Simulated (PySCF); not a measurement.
## Field gradients at the hydrogen positions

Compound: C₉H₁₃F.
Numbering: `[CH3:1]/[C:2]1=[CH:3]/[CH2:4][C@H:5]([F:6])/[CH:7]=[CH:8]\[CH2:9][CH2:10]1` (hydrogens: H11, H12, H13 on C1; H14 on C3; H15, H16 on C4; H17 on C5; H18 on C7; H19 on C8; H20, H21 on C9; H22, H23 on C10)

Structure used (GFN2-xTB), in Å, numbered top down from 1:
```
atom  x, y, z in Å
C1     2.7479   -0.1381    0.5185
C2     1.3751   -0.2062   -0.0799
C3     0.7378   -1.3620   -0.2236
C4    -0.6455   -1.5320   -0.7765
C5    -1.7243   -1.0693    0.2252
F6    -2.7529   -1.9991    0.2340
C7    -2.3014    0.2691   -0.1195
C8    -1.6789    1.4279    0.0251
C9    -0.2851    1.5997    0.5489
C10    0.7805    1.1219   -0.4668
H11    3.4578    0.2520   -0.2109
H12    2.7497    0.5353    1.3752
H13    3.0872   -1.1185    0.8426
H14    1.2234   -2.2716    0.1030
H15   -0.7633   -0.9757   -1.7098
H16   -0.8267   -2.5870   -0.9862
H17   -1.3147   -1.0796    1.2455
H18   -3.3000    0.2244   -0.5295
H19   -2.1873    2.3317   -0.2807
H20   -0.1208    2.6530    0.7770
H21   -0.1659    1.0339    1.4764
H22    1.5801    1.8616   -0.5218
H23    0.3225    1.0554   -1.4560
```

Level: PBE0/pcSseg-1 (PySCF, non-relativistic); Q(2H) = 0.00286 b; rigid geometry, the same for H and D, with no vibrational averaging.

**Question.** Rank these positions by the coupling χzz of a deuteron there, largest first.
A. H12 (methyl hydrogen)
B. H18 (vinylic hydrogen)
C. H17 (methine hydrogen)
D. H16 (methylene hydrogen)

**Answer.** B (220 kHz), A (209 kHz), D (204 kHz), C (187 kHz).

**Question.** Tabulate Vzz, the asymmetry η and χzz = 234.96 MHz × Q × Vzz for every hydrogen position.

**Answer.** 
```json
{"atom": "H11", "bonded to": "C1", "bond length (Å)": "1.090", "Vzz (au)": "0.3109", "η": "0.02", "χzz (kHz)": "209"}
{"atom": "H12", "bonded to": "C1", "bond length (Å)": "1.090", "Vzz (au)": "0.3114", "η": "0.03", "χzz (kHz)": "209"}
{"atom": "H13", "bonded to": "C1", "bond length (Å)": "1.087", "Vzz (au)": "0.3156", "η": "0.03", "χzz (kHz)": "212"}
{"atom": "H14", "bonded to": "C3", "bond length (Å)": "1.082", "Vzz (au)": "0.3268", "η": "0.09", "χzz (kHz)": "220"}
{"atom": "H15", "bonded to": "C4", "bond length (Å)": "1.093", "Vzz (au)": "0.3003", "η": "0.01", "χzz (kHz)": "202"}
{"atom": "H16", "bonded to": "C4", "bond length (Å)": "1.091", "Vzz (au)": "0.3029", "η": "0.02", "χzz (kHz)": "204"}
{"atom": "H17", "bonded to": "C5", "bond length (Å)": "1.099", "Vzz (au)": "0.2786", "η": "0.07", "χzz (kHz)": "187"}
{"atom": "H18", "bonded to": "C7", "bond length (Å)": "1.081", "Vzz (au)": "0.3275", "η": "0.06", "χzz (kHz)": "220"}
{"atom": "H19", "bonded to": "C8", "bond length (Å)": "1.081", "Vzz (au)": "0.3273", "η": "0.07", "χzz (kHz)": "220"}
{"atom": "H20", "bonded to": "C9", "bond length (Å)": "1.090", "Vzz (au)": "0.3060", "η": "0.02", "χzz (kHz)": "206"}
{"atom": "H21", "bonded to": "C9", "bond length (Å)": "1.093", "Vzz (au)": "0.3007", "η": "0.01", "χzz (kHz)": "202"}
{"atom": "H22", "bonded to": "C10", "bond length (Å)": "1.091", "Vzz (au)": "0.3043", "η": "0.03", "χzz (kHz)": "204"}
{"atom": "H23", "bonded to": "C10", "bond length (Å)": "1.092", "Vzz (au)": "0.3022", "η": "0.01", "χzz (kHz)": "203"}
```

**Question.** How does χzz go with the bond length over the 13 C–H bonds?

**Answer.** A straight-line fit has a slope of -16.6 kHz for each 0.01 Å, with a correlation coefficient of -0.98, over lengths from 1.081 to 1.099 Å. The longer bonds have the smaller couplings here.

**Question.** Give the 2H NMR doublet splittings at H20 for a magnetic field along the z, y and x axes of the gradient: 3χ/2, 3χ(1 + η)/4, 3χ(1 − η)/4.

**Answer.** With |χ| = 205.7 kHz and η = 0.024: 308, 158 and 150 kHz, to first order and without motion.

Isolated species at its GFN2-xTB geometry (one conformer only). GFN2-xTB bond lengths can be off by several hundredths of an ångström, more for odd bonds, and the gradients follow them. With so small a basis the couplings can be 20 % off.
